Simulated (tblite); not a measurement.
Record of a relaxation.

Compound: C₄H₄BBrF₂.
SMILES with atom numbers: `[F:1][B:2]([F:3])/[CH:4]=[C:5]1/[CH2:6][C@H:7]1[Br:8]` (hydrogens: H9 on C4; H10, H11 on C6; H12 on C7)

Computed with GFN2-xTB (tblite), gas phase: L-BFGS steps from a force-field or distance-geometry start until the largest atomic force falls under 0.01 eV/Å. 9 of its 72 geometries are shown.

Step 0: E = -690.4731 eV, largest atomic force 3.982 eV/Å
```
atom  x, y, z in Å  |  force x, y, z in eV/Å
F1      2.968    0.113    1.090   -1.145  -0.158  -3.491
B2      2.242    0.016   -0.195    0.145   3.223   2.334
F3      2.241    1.238   -0.963    0.389  -3.112   1.785
C4      0.987   -0.922   -0.120   -0.864  -0.192  -0.575
C5     -0.249   -0.390   -0.068    1.300  -0.568  -0.689
C6     -1.704   -0.523   -0.017   -0.629  -0.310   0.739
C7     -1.052    0.843   -0.078   -0.008  -0.310  -1.082
Br8    -0.785    1.941    1.462   -0.336   0.192   0.087
H9      1.107   -2.030   -0.087   -0.200   0.960   0.178
H10    -2.190   -0.875   -0.943    0.176   0.237   0.622
H11    -2.252   -0.775    0.904    0.481  -0.214  -0.500
H12    -1.311    1.363   -1.011    0.689   0.252   0.590
```

Step 9: E = -691.5763 eV, largest atomic force 0.334 eV/Å
```
atom  x, y, z in Å  |  force x, y, z in eV/Å
F1      3.037    0.095    0.919    0.002  -0.055  -0.099
B2      2.137    0.127   -0.040   -0.009  -0.237  -0.120
F3      2.291    1.113   -0.903   -0.056  -0.021   0.108
C4      0.945   -0.898   -0.126    0.271   0.122   0.153
C5     -0.281   -0.418   -0.158    0.061   0.059   0.092
C6     -1.733   -0.530   -0.021    0.117  -0.034  -0.082
C7     -1.050    0.824   -0.121   -0.054  -0.123  -0.078
Br8    -0.873    1.941    1.441   -0.082   0.021   0.122
H9      1.115   -1.970   -0.050   -0.061   0.216   0.032
H10    -2.268   -0.873   -0.896   -0.215   0.049   0.065
H11    -2.148   -0.858    0.926    0.064   0.074  -0.151
H12    -1.171    1.446   -0.997   -0.038  -0.071  -0.043
```

Step 18: E = -691.6182 eV, largest atomic force 0.150 eV/Å
```
atom  x, y, z in Å  |  force x, y, z in eV/Å
F1      3.148    0.017    0.849   -0.015  -0.024  -0.130
B2      2.174    0.114   -0.030    0.002  -0.116  -0.077
F3      2.276    1.126   -0.871    0.030   0.022   0.131
C4      0.961   -0.871   -0.085   -0.020   0.030   0.084
C5     -0.267   -0.394   -0.181   -0.051  -0.048   0.121
C6     -1.721   -0.528   -0.051   -0.007  -0.064   0.022
C7     -1.061    0.829   -0.135   -0.032  -0.038  -0.086
Br8    -0.981    1.919    1.458    0.006   0.058  -0.021
H9      1.106   -1.941    0.013    0.003   0.088  -0.006
H10    -2.342   -0.850   -0.875    0.113  -0.026  -0.095
H11    -2.106   -0.851    0.906    0.012  -0.020   0.061
H12    -1.185    1.429   -1.023   -0.040   0.139  -0.005
```

Step 27: E = -691.6838 eV, largest atomic force 0.362 eV/Å
```
atom  x, y, z in Å  |  force x, y, z in eV/Å
F1      3.395   -0.299    0.501   -0.305   0.074  -0.180
B2      2.241    0.070   -0.036    0.214   0.018   0.070
F3      2.269    1.230   -0.663    0.069   0.020   0.076
C4      0.957   -0.796    0.021    0.085   0.010   0.016
C5     -0.262   -0.306   -0.131   -0.028  -0.182   0.041
C6     -1.705   -0.544   -0.067   -0.075   0.061   0.029
C7     -1.142    0.857   -0.161    0.097  -0.045  -0.113
Br8    -1.181    1.967    1.405   -0.017   0.151   0.252
H9      1.073   -1.863    0.186   -0.091   0.047  -0.044
H10    -2.225   -0.940   -0.931    0.043   0.009   0.058
H11    -2.124   -0.850    0.881   -0.053  -0.093  -0.007
H12    -1.296    1.474   -1.030    0.060  -0.069  -0.198
```

Step 36: E = -691.7064 eV, largest atomic force 0.113 eV/Å
```
atom  x, y, z in Å  |  force x, y, z in eV/Å
F1      3.418   -0.383    0.355    0.043  -0.047  -0.007
B2      2.251    0.077   -0.047    0.001  -0.014   0.058
F3      2.297    1.289   -0.559   -0.067   0.062  -0.001
C4      0.957   -0.772    0.047   -0.033  -0.016  -0.025
C5     -0.269   -0.295   -0.082    0.024  -0.109  -0.017
C6     -1.712   -0.541   -0.052    0.010  -0.047  -0.003
C7     -1.151    0.861   -0.161    0.046  -0.029  -0.019
Br8    -1.232    1.999    1.394   -0.038   0.096   0.020
H9      1.055   -1.839    0.210    0.056   0.001  -0.025
H10    -2.183   -0.956   -0.932   -0.027  -0.014  -0.014
H11    -2.166   -0.871    0.873   -0.002   0.073   0.014
H12    -1.263    1.429   -1.073   -0.015   0.044   0.019
```

Step 44: E = -691.7160 eV, largest atomic force 0.082 eV/Å
```
atom  x, y, z in Å  |  force x, y, z in eV/Å
F1      3.435   -0.451    0.204    0.058   0.013   0.010
B2      2.254    0.081   -0.039   -0.002  -0.066   0.013
F3      2.293    1.337   -0.431   -0.065   0.045   0.020
C4      0.963   -0.771    0.067   -0.024  -0.015  -0.012
C5     -0.270   -0.307   -0.046    0.007  -0.021   0.005
C6     -1.715   -0.545   -0.046    0.007   0.010   0.005
C7     -1.145    0.853   -0.160   -0.015   0.001  -0.028
Br8    -1.307    2.049    1.350    0.015  -0.004   0.008
H9      1.090   -1.838    0.212   -0.018  -0.007  -0.018
H10    -2.178   -0.970   -0.929    0.022  -0.008   0.042
H11    -2.194   -0.842    0.877    0.022   0.020  -0.008
H12    -1.226    1.404   -1.085   -0.005   0.032  -0.036
```

Step 53: E = -691.7227 eV, largest atomic force 0.044 eV/Å
```
atom  x, y, z in Å  |  force x, y, z in eV/Å
F1      3.445   -0.424    0.163    0.028  -0.002  -0.001
B2      2.241    0.074   -0.033   -0.026  -0.008   0.000
F3      2.220    1.356   -0.333   -0.001   0.037   0.006
C4      0.964   -0.799    0.047   -0.011  -0.008   0.013
C5     -0.264   -0.318   -0.039   -0.007  -0.041  -0.014
C6     -1.711   -0.539   -0.035   -0.007   0.009  -0.014
C7     -1.126    0.851   -0.176    0.011  -0.007   0.019
Br8    -1.297    2.064    1.321    0.023   0.013  -0.006
H9      1.082   -1.870    0.170   -0.006  -0.001   0.016
H10    -2.178   -0.990   -0.900   -0.006   0.010  -0.007
H11    -2.193   -0.800    0.898    0.031   0.006  -0.017
H12    -1.182    1.394   -1.109   -0.030  -0.007   0.005
```

Step 62: E = -691.7247 eV, largest atomic force 0.047 eV/Å
```
atom  x, y, z in Å  |  force x, y, z in eV/Å
F1      3.440   -0.401    0.172    0.000   0.007  -0.007
B2      2.228    0.079   -0.026    0.026  -0.019   0.009
F3      2.191    1.365   -0.314   -0.013  -0.019   0.010
C4      0.963   -0.813    0.044   -0.008   0.021   0.000
C5     -0.264   -0.329   -0.056   -0.018  -0.038  -0.020
C6     -1.712   -0.539   -0.039   -0.016   0.021   0.003
C7     -1.118    0.846   -0.181    0.023   0.004   0.015
Br8    -1.246    2.069    1.314    0.006  -0.016  -0.014
H9      1.080   -1.883    0.173    0.010   0.040   0.000
H10    -2.199   -0.975   -0.901    0.011  -0.003   0.016
H11    -2.175   -0.807    0.902   -0.007   0.002  -0.011
H12    -1.188    1.387   -1.114   -0.014   0.001  -0.001
```

Step 71: E = -691.7253 eV, largest atomic force 0.009 eV/Å
```
atom  x, y, z in Å  |  force x, y, z in eV/Å
F1      3.443   -0.400    0.152   -0.008  -0.003  -0.002
B2      2.228    0.079   -0.023    0.002   0.002   0.002
F3      2.182    1.370   -0.284    0.001   0.006  -0.001
C4      0.963   -0.813    0.045    0.000   0.000   0.001
C5     -0.266   -0.335   -0.059    0.002  -0.005  -0.002
C6     -1.715   -0.539   -0.038    0.003   0.001   0.001
C7     -1.115    0.844   -0.185    0.005   0.000  -0.003
Br8    -1.230    2.071    1.306   -0.001  -0.008  -0.004
H9      1.086   -1.881    0.177   -0.004   0.000   0.002
H10    -2.202   -0.975   -0.900    0.000  -0.001   0.006
H11    -2.180   -0.803    0.902    0.002   0.001  -0.002
H12    -1.191    1.381   -1.120   -0.001   0.008   0.000
```

Task: Summarise the path.

Result: The energy falls by 120.81 kJ/mol from step 0 to step 71; nine tenths of that is first reached at step 14. It rises by more than 0.2 meV at step 28. The largest force goes from 3.982 to 0.009 eV/Å. Among the bonds F1–B2 changes most, from 1.479 to 1.318 Å; the atoms move by 0.440 Å rms after alignment.

What follows is the cost of the whole relaxation. On an Arm Neoverse N1 with one thread (shared host), this took 0.73 s wall.
